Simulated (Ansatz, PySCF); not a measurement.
C2H8OSi3, SMILES O[Si@H]1C=C[Si@@H]1[SiH3].

The structure is a stationary point at B3LYP-D3(BJ)/def2-SVP. The structure was generated by enumeration; whether it is a known compound was not checked. Other conformers were not sampled.

Vertical ionisation energy (IE) and electron affinity (EA) in eV. Rows of orbital energies are one-electron estimates. Where ΔSCF, EOM or ADC give a negative EA the extra electron is unbound and the value depends on the basis.

```json
[
 {"level": "−ε(HOMO), −ε(LUMO), HF/def2-TZVP (PySCF)", "IE": "9.68", "EA": "-2.51"},
 {"level": "−ε(HOMO), −ε(LUMO), PBE/def2-TZVP (PySCF)", "IE": "6.12", "EA": "2.01"},
 {"level": "ΔSCF, CAM-B3LYP/def2-SVPD (Ansatz), final states of multiplicity 2 and 2", "IE": "9.13", "EA": "-0.60"},
 {"level": "ΔSCF, PBE/def2-SVPD (Ansatz), final states of multiplicity 2 and 2", "IE": "8.71", "EA": "-0.28"}
]
```

Problem. What vertical singlet–triplet gap does ΔSCF give with CAM-B3LYP/def2-SVPD (Ansatz, a quantum-chemistry and plane-wave program) and with PBE/def2-SVPD (Ansatz)? (An estimate is asked for; the answer gives what the named calculation found.)

Solution. 4.10 and 4.02 eV (triplet above singlet where positive).
